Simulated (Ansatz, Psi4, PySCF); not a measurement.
CH3, charge -1, singlet, at a GFN2-xTB geometry. Base run: CCSD(T)/aug-cc-pVDZ (PySCF).

PySCF was given this input:
```python
from pyscf import gto, scf, cc

mol = gto.M(
    atom='''
C     0.09443537    0.09844229    0.10070566
H    -0.62720871   -0.62142525    0.62463322
H     0.66399153   -0.60849894   -0.59880803
H    -0.60339501    0.63927042   -0.63005917
''',
    basis='aug-cc-pvdz',
    charge=-1,
    verbose=3,
)

mf = scf.RHF(mol)
mf.kernel()

mycc = cc.CCSD(mf)
mycc.kernel()
et = mycc.ccsd_t()
print('E(CCSD(T)) = %.10f' % (mycc.e_tot + et))
```

The same geometry, method and basis name were run in Ansatz (a first-principles code) and Psi4 and PySCF, at each program's defaults and at the settings that a row names. The base is PySCF at its defaults. Differences at the defaults can come from grids, fitting, cores and function types together.

```
code and settings                                                                 ΔE vs base (mEh)  basis functions     E (Eh)  SCF cycles
--------------------------------------------------------------------------------  ----------------  ---------------  ---------  ----------
PySCF, defaults (exact integrals, spherical functions, all electrons correlated)             0.000               50  -39.72198          10
Psi4, defaults (exact integrals, spherical functions, all electrons correlated)              0.000               50  -39.72198          12
Ansatz, defaults (factorised integrals, spherical functions, frozen core)                    2.416               50  -39.71956           -
PySCF, frozen core                                                                           2.416               50  -39.71956          10
Psi4, exact integrals, spherical functions, frozen core                                      2.416               50  -39.71956          12
Ansatz, high accuracy, frozen core                                                           2.416               50  -39.71956           -
```
